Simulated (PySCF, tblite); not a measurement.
Parent: `[cH:1]1[cH:2][cH:3][c:4]([CH:5]2[CH2:6][CH2:7]2)[p:8][cH:9]1` with C3–C4–C5–C6 -145°, C8H9P.

The geometries are computed with GFN2-xTB (gas phase). One conformer each, not checked by frequencies here.

```json
{"coordinate of the parent": "C1–C2", "value": "1.385 Å"}
{"coordinate of the parent": "C2–C3", "value": "1.385 Å"}
{"coordinate of the parent": "C3–C4", "value": "1.385 Å"}
{"coordinate of the parent": "C4–C5", "value": "1.478 Å"}
{"coordinate of the parent": "C5–C6", "value": "1.506 Å"}
{"coordinate of the parent": "C6–C7", "value": "1.489 Å"}
{"coordinate of the parent": "C4–P8", "value": "1.753 Å"}
{"coordinate of the parent": "P8–C9", "value": "1.730 Å"}
{"coordinate of the parent": "C1–C9", "value": "1.378 Å"}
{"coordinate of the parent": "C5–C7", "value": "1.507 Å"}
{"coordinate of the parent": "C2–C1–C9", "value": "122.8°"}
{"coordinate of the parent": "C1–C2–C3", "value": "122.7°"}
{"coordinate of the parent": "C2–C3–C4", "value": "124.8°"}
{"coordinate of the parent": "C3–C4–C5", "value": "118.7°"}
{"coordinate of the parent": "C3–C4–P8", "value": "123.2°"}
{"coordinate of the parent": "C5–C4–P8", "value": "118.1°"}
{"coordinate of the parent": "C4–C5–C6", "value": "120.0°"}
{"coordinate of the parent": "C4–C5–C7", "value": "120.0°"}
{"coordinate of the parent": "C6–C5–C7", "value": "59.2°"}
{"coordinate of the parent": "C5–C6–C7", "value": "60.4°"}
{"coordinate of the parent": "C5–C7–C6", "value": "60.4°"}
{"coordinate of the parent": "C4–P8–C9", "value": "100.6°"}
{"coordinate of the parent": "C1–C9–P8", "value": "125.9°"}
```

Q: How does the shared frame change in `[CH3:1][CH:2]([CH3:3])[c:4]1[cH:5][cH:6][cH:7][cH:8][p:9]1` with C1–C2–C4–C5 -120°, C8H11P? Atoms pair as C1 = C7, C2 = C6, C3 = C5, C4 = C4, P8 = P9, C9 = C8 (parent first).

A: 
```json
{"parent": "C1–C2", "relative": "C7–C6", "value in the relative": "1.384 Å", "change": "-0.001"}
{"parent": "C2–C3", "relative": "C6–C5", "value in the relative": "1.387 Å", "change": "+0.002"}
{"parent": "C3–C4", "relative": "C5–C4", "value in the relative": "1.381 Å", "change": "-0.004"}
{"parent": "C4–P8", "relative": "C4–P9", "value in the relative": "1.750 Å", "change": "-0.003"}
{"parent": "P8–C9", "relative": "P9–C8", "value in the relative": "1.730 Å", "change": "0.000"}
{"parent": "C1–C9", "relative": "C7–C8", "value in the relative": "1.379 Å", "change": "+0.001"}
{"parent": "C2–C1–C9", "relative": "C6–C7–C8", "value in the relative": "122.8°", "change": "0.0"}
{"parent": "C1–C2–C3", "relative": "C7–C6–C5", "value in the relative": "122.6°", "change": "-0.1"}
{"parent": "C2–C3–C4", "relative": "C6–C5–C4", "value in the relative": "124.9°", "change": "+0.1"}
{"parent": "C3–C4–P8", "relative": "C5–C4–P9", "value in the relative": "123.2°", "change": "0.0"}
{"parent": "C4–P8–C9", "relative": "C4–P9–C8", "value in the relative": "100.6°", "change": "0.0"}
{"parent": "C1–C9–P8", "relative": "C7–C8–P9", "value in the relative": "125.8°", "change": "-0.1"}
```

Of the parent's bonds, C3–C4 and C4–P8 change most and about equally (-0.004 to -0.003 Å). Bonds of the relative outside the shared frame: C1–C2 1.528, C2–C3 1.529, C2–C4 1.511 Å.
